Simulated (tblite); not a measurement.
C₆H₁₆BNSi.
Atom-mapped SMILES: `[CH3:1][CH2:2][C@@H:3]1[CH2:4][C@@H:5]1[NH:6][BH:7][CH2:8][SiH3:9]` (hydrogens: H10, H11, H12 on C1; H13, H14 on C2; H15 on C3; H16, H17 on C4; H18 on C5; H19 on N6; H20 on B7; H21, H22 on C8; H23, H24, H25 on Si9)

Computed with GFN2-xTB (tblite), gas phase: L-BFGS steps from a force-field or distance-geometry start until the largest atomic force falls under 0.01 eV/Å.

Step 17: E = -730.9130 eV
```
atom  x, y, z in Å  |  force x, y, z in eV/Å
C1     -3.1898    1.3843   -0.2360    0.042  -0.029  -0.042
C2     -2.7228    0.2598    0.6919   -0.070   0.113   0.032
C3     -1.9405   -0.7777   -0.0693   -0.130  -0.210   0.108
C4     -1.2719   -1.9467    0.6209    0.009   0.061  -0.029
C5     -0.4580   -0.8886   -0.0564    0.258  -0.185   0.042
N6      0.4066    0.0080    0.6499    0.129   0.119   0.023
B7      1.7527   -0.5278    0.7315    0.098  -0.137  -0.013
C8      2.8131   -0.2342   -0.3931    0.019   0.018   0.026
Si9     4.0222    1.1740   -0.0613    0.220   0.353   0.181
H10    -2.4112    2.1322   -0.3972   -0.094  -0.098   0.125
H11    -4.0743    1.8612    0.1748    0.057   0.170   0.018
H12    -3.4511    0.9812   -1.2116   -0.098  -0.025  -0.020
H13    -3.5892   -0.2174    1.1546   -0.118  -0.061  -0.103
H14    -2.1382    0.6793    1.5064    0.240  -0.018   0.048
H15    -2.3536   -0.9746   -1.0502   -0.253  -0.172  -0.001
H16    -1.2479   -1.9444    1.7015   -0.125  -0.029  -0.120
H17    -1.2864   -2.9284    0.1546   -0.134   0.204   0.218
H18    -0.0396   -1.1980   -1.0073    0.094  -0.153  -0.404
H19     0.3131    0.9100    0.1970    0.212   0.164  -0.033
H20     1.9752   -1.3195    1.5820   -0.093   0.058  -0.193
H21     3.4473   -1.0975   -0.5909   -0.053  -0.171   0.145
H22     2.3398    0.0047   -1.3456   -0.191   0.037  -0.026
H23     3.3303    2.4575    0.0523   -0.096   0.057   0.030
H24     4.7900    0.9316    1.1549    0.024  -0.033   0.123
H25     4.9732    1.2948   -1.1654    0.049  -0.032  -0.136
```

Step 18: E = -730.9387 eV
```
atom  x, y, z in Å  |  force x, y, z in eV/Å
C1     -3.1844    1.3834   -0.2363    0.057  -0.134   0.010
C2     -2.7273    0.2619    0.7016    0.051   0.022  -0.076
C3     -1.9494   -0.7822   -0.0632   -0.058  -0.144   0.071
C4     -1.2738   -1.9484    0.6193    0.072   0.117  -0.029
C5     -0.4593   -0.8898   -0.0585    0.138  -0.092  -0.027
N6      0.4072    0.0145    0.6474    0.050  -0.006  -0.139
B7      1.7500   -0.5290    0.7358    0.043  -0.044  -0.139
C8      2.8179   -0.2239   -0.3840    0.025   0.026   0.058
Si9     4.0334    1.1897   -0.0592    0.050   0.057   0.021
H10    -2.3970    2.1152   -0.4095   -0.059  -0.003   0.159
H11    -4.0632    1.8655    0.1778    0.043   0.224  -0.024
H12    -3.4438    0.9729   -1.2083   -0.163  -0.036  -0.031
H13    -3.6003   -0.2104    1.1601   -0.034  -0.020  -0.077
H14    -2.1274    0.6798    1.5081    0.134  -0.050   0.035
H15    -2.3765   -0.9851   -1.0402   -0.168  -0.133   0.076
H16    -1.2426   -1.9511    1.6984   -0.128  -0.049  -0.081
H17    -1.2890   -2.9223    0.1417   -0.132   0.121   0.235
H18    -0.0463   -1.2018   -1.0171    0.053  -0.064  -0.225
H19     0.3253    0.9135    0.1829    0.178   0.100  -0.007
H20     1.9499   -1.3404    1.5676   -0.045   0.024  -0.135
H21     3.4458   -1.0978   -0.5679   -0.072  -0.064   0.084
H22     2.3402    0.0147   -1.3393   -0.098  -0.023   0.093
H23     3.3360    2.4593    0.0538   -0.164   0.228   0.038
H24     4.7929    0.9422    1.1500    0.136  -0.049   0.269
H25     4.9708    1.2938   -1.1730    0.091  -0.006  -0.158
```

Step 19: E = -730.9575 eV
```
atom  x, y, z in Å  |  force x, y, z in eV/Å
C1     -3.1802    1.3809   -0.2366    0.033  -0.126   0.035
C2     -2.7294    0.2635    0.7091    0.109  -0.066  -0.108
C3     -1.9566   -0.7883   -0.0569    0.036  -0.033  -0.008
C4     -1.2733   -1.9491    0.6180    0.104   0.102   0.001
C5     -0.4577   -0.8931   -0.0615   -0.014   0.024  -0.120
N6      0.4079    0.0199    0.6426    0.008  -0.094  -0.262
B7      1.7477   -0.5309    0.7359   -0.007   0.011  -0.158
C8      2.8227   -0.2161   -0.3764    0.033   0.030   0.072
Si9     4.0425    1.2029   -0.0562   -0.037  -0.112  -0.057
H10    -2.3867    2.1029   -0.4160   -0.033   0.031   0.153
H11    -4.0535    1.8759    0.1772    0.069   0.192  -0.057
H12    -3.4417    0.9650   -1.2067   -0.181  -0.023   0.002
H13    -3.6087   -0.2056    1.1644    0.057   0.027  -0.061
H14    -2.1177    0.6801    1.5108    0.030  -0.085  -0.008
H15    -2.3948   -0.9932   -1.0313   -0.101  -0.114   0.138
H16    -1.2411   -1.9604    1.6954   -0.105  -0.031  -0.017
H17    -1.2924   -2.9186    0.1376   -0.123   0.027   0.196
H18    -0.0513   -1.2033   -1.0303    0.005  -0.003  -0.034
H19     0.3340    0.9180    0.1713    0.147   0.019   0.019
H20     1.9281   -1.3577    1.5558   -0.015   0.023  -0.126
H21     3.4443   -1.0988   -0.5500   -0.076   0.025   0.036
H22     2.3383    0.0203   -1.3328   -0.011  -0.056   0.170
H23     3.3381    2.4668    0.0543   -0.163   0.260   0.041
H24     4.8007    0.9500    1.1517    0.152  -0.037   0.274
H25     4.9699    1.2931   -1.1815    0.084   0.011  -0.121
```

Step 20: E = -730.9763 eV
```
atom  x, y, z in Å  |  force x, y, z in eV/Å
C1     -3.1764    1.3768   -0.2368    0.008  -0.080   0.036
C2     -2.7292    0.2636    0.7135    0.123  -0.128  -0.096
C3     -1.9624   -0.7946   -0.0527    0.101   0.099  -0.088
C4     -1.2715   -1.9461    0.6175    0.106   0.025   0.027
C5     -0.4559   -0.8958   -0.0674   -0.150   0.138  -0.179
N6      0.4097    0.0231    0.6340   -0.019  -0.151  -0.327
B7      1.7457   -0.5336    0.7331   -0.048   0.088  -0.160
C8      2.8273   -0.2088   -0.3685    0.051   0.040   0.072
Si9     4.0513    1.2141   -0.0543   -0.083  -0.170  -0.063
H10    -2.3795    2.0924   -0.4169    0.016   0.055   0.104
H11    -4.0422    1.8865    0.1766    0.059   0.151  -0.058
H12    -3.4446    0.9581   -1.2052   -0.163   0.000   0.047
H13    -3.6150   -0.2010    1.1651    0.132   0.047  -0.035
H14    -2.1076    0.6775    1.5125   -0.062  -0.108  -0.054
H15    -2.4151   -1.0053   -1.0209   -0.037  -0.097   0.160
H16    -1.2424   -1.9664    1.6921   -0.064   0.003   0.087
H17    -1.2993   -2.9121    0.1379   -0.099  -0.094   0.136
H18    -0.0546   -1.2073   -1.0422   -0.030   0.035   0.088
H19     0.3483    0.9230    0.1623    0.088  -0.039   0.013
H20     1.9108   -1.3700    1.5411    0.013  -0.034  -0.070
H21     3.4405   -1.1002   -0.5329   -0.054   0.088  -0.015
H22     2.3359    0.0252   -1.3238    0.058  -0.073   0.196
H23     3.3355    2.4770    0.0568   -0.096   0.182   0.030
H24     4.8080    0.9553    1.1589    0.114  -0.005   0.184
H25     4.9717    1.2924   -1.1919    0.038   0.026  -0.038
```

Q: Estimate the geometry and energy of step 21. (The exact step hangs on the optimiser's Hessian estimate; all steps are aligned on step 20, rigid shifts and turns removed.)

A: E = -730.9940 eV, largest force 0.370 eV/Å
```
atom  x, y, z in Å  |  force x, y, z in eV/Å
C1     -3.1657    1.3693   -0.2378   -0.017   0.062   0.037
C2     -2.7281    0.2624    0.7236    0.081  -0.095  -0.074
C3     -1.9730   -0.8022   -0.0428    0.152   0.128  -0.124
C4     -1.2673   -1.9484    0.6158    0.067  -0.015   0.063
C5     -0.4625   -0.8954   -0.0768   -0.246   0.169  -0.218
N6      0.4065    0.0270    0.6143    0.008  -0.141  -0.334
B7      1.7345   -0.5368    0.7288   -0.051   0.001  -0.008
C8      2.8339   -0.1962   -0.3491    0.057   0.023   0.089
Si9     4.0622    1.2287   -0.0524   -0.065  -0.123  -0.008
H10    -2.3582    2.0735   -0.4260   -0.004   0.001   0.066
H11    -4.0197    1.9089    0.1700    0.107   0.048  -0.071
H12    -3.4465    0.9415   -1.2008   -0.135   0.048   0.107
H13    -3.6217   -0.1883    1.1764    0.183   0.040  -0.022
H14    -2.0979    0.6757    1.5182   -0.115  -0.121  -0.083
H15    -2.4440   -1.0181   -1.0009    0.002  -0.097   0.137
H16    -1.2375   -1.9867    1.6893   -0.016   0.056   0.109
H17    -1.3044   -2.9094    0.1307   -0.074  -0.159   0.094
H18    -0.0681   -1.2037   -1.0578   -0.067   0.041   0.151
H19     0.3594    0.9275    0.1403    0.029  -0.093   0.018
H20     1.8701   -1.4043    1.5188    0.021   0.080  -0.163
H21     3.4385   -1.0952   -0.5037   -0.012   0.115  -0.055
H22     2.3394    0.0316   -1.3043    0.092  -0.073   0.168
H23     3.3390    2.4981    0.0571    0.001   0.036   0.016
H24     4.8284    0.9713    1.1657    0.032   0.037   0.032
H25     4.9719    1.2933   -1.2085   -0.031   0.035   0.076
```

The energy changes by -0.0176 eV. The first-order estimate −F·Δx gives -0.0259 eV and the mean of the old and new forces, exact on a quadratic surface, -0.0176 eV. The step makes an angle of 75° with the force vector and moves no atom by more than 0.058 Å.

What follows is the cost of the whole relaxation. Hardware: Arm Neoverse N1, one thread, on a shared host. Cost: 3.0 s wall.
